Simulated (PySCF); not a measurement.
H6Si3. Atoms are numbered in the order given.

```xyz
9

Si     1.3493     0.0000     0.0000
H      2.1661     0.0000     1.2472
H      2.1661     0.0000    -1.2472
Si    -0.6746     1.1685     0.0000
H     -1.0831     1.8759     1.2472
H     -1.0831     1.8759    -1.2472
Si    -0.6746    -1.1685     0.0000
H     -1.0831    -1.8759     1.2472
H     -1.0831    -1.8759    -1.2472
```
Charge 0, spin multiplicity 1.

Coordinates come from a PBE0-D3(BJ)/def2-SVP optimisation.

These are PySCF with PBE/pcSseg-1 values and carry that method's errors.

GIAO shieldings, no solvent; atoms alike by connectivity are averaged. δ = σ(ref) − σ: ²⁹Si against TMS (σ = 335.4 ppm); ¹H against TMS (σ = 31.49 ppm), references at their B3LYP-D3(BJ)/def2-TZVP geometries, non-relativistic.

```
nucleus                   atoms  count  δ (ppm)
-------  ----------------------  -----  -------
²⁹Si              Si1, Si4, Si7      3   -180.0
¹H       H2, H3, H5, H6, H8, H9      6     3.38
```
